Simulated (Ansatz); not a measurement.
Isolated molecules relaxed with PBE0-D4/def2-TZVP in Ansatz; ΔE leaves out vibrations. CCSD(T)/CBS is the MP2 limit (def2-TZVPP, def2-QZVPP) plus CCSD(T) − MP2 in def2-TZVPP, frozen cores. DFT in def2-TZVPP. HSE06 is defined as in plane-wave codes. For Ge outer-core shells are correlated without core-valence functions, which leaves a few kJ/mol of doubt a bond. Scalar relativity is left out up to krypton. One conformer a species, not always the lowest.

Consider the redistribution: `B[SiH2][GeH3]` + `CCOBF` → `B[SiH2]OBF` + `C[CH2][GeH3]`.

| level | ΔE (kJ/mol) |
| --- | --- |
| HSE06-D4 | -98.2 |
| ωB97X-V | -112.1 |
| r2SCAN0 | -109.6 |
| HSE06 | -98.3 |

Problem. What does CCSD(T)/CBS give? (Estimate.)

Solution. The calculation gave: -119.2 kJ/mol. The listed levels differ from it by 21.0, 7.1, 9.6, 20.9 kJ/mol.

Largest T1 diagnostic among the species: 0.013.

From PBE to PBE0 (25 % exact exchange), in def2-TZVPP and without D4, ΔE moves by −9.5 kJ/mol. Leaving LDA and LC-ωPBE aside and taking each functional with its dispersion term where it has one, the values, not all of them listed here, spread over 30.0 kJ/mol, from BHLYP-D4 to PBE-D4. LDA lies +3.4 kJ/mol from PBE without D4.
